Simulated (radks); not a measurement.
Species: the mercury ion Hg65+. Configuration: [Ne] 3s2 3p3.

Calculated with a radial shooting solver on a logarithmic mesh with Libxc functionals: Dirac Kohn-Sham, PBE, spin-unpolarised, spherical densities, point nucleus; open shells are shared between the two j in proportion to 2j + 1.

Energy parts (eV):
part                      energy
total                 -399094.79
kinetic                476859.75
electron-nucleus      -907319.82
Hartree                 36256.21
exchange-correlation    -4890.93

Orbitals (lengths in bohr, moments of r in powers of bohr):
orbital  occ.  eigenvalue (eV)      <r^2>
1s1/2       2        -88557.07  0.0003802
2s1/2       2        -19986.04   0.005602
2p1/2       2        -19453.41   0.003948
2p3/2       4        -17459.64   0.005070
3s1/2       2        -8018.583    0.03190
3p1/2       1        -7822.558    0.02845
3p3/2       2        -7291.368    0.03301
3d3/2       0        -7037.698    0.02402
3d5/2       0        -6914.240    0.02522
4s1/2       0        -4260.305     0.1100

The highest occupied level is 3p3/2 at -7291.4 eV. For comparison, the ionisation energy in NIST's Atomic Spectra Database is 7350 eV (theoretical). In exact Kohn-Sham theory the highest level is minus the ionisation energy, but local and semilocal functionals leave it too shallow, through self-interaction and a potential that decays too fast; potentials with the right tail come closer. The density falls to 0.001 e/bohr^3 at r = 0.51 bohr.

Beside tabulated values, note that spin-unpolarised runs miss the spin-polarisation part of the exchange energy of open shells.
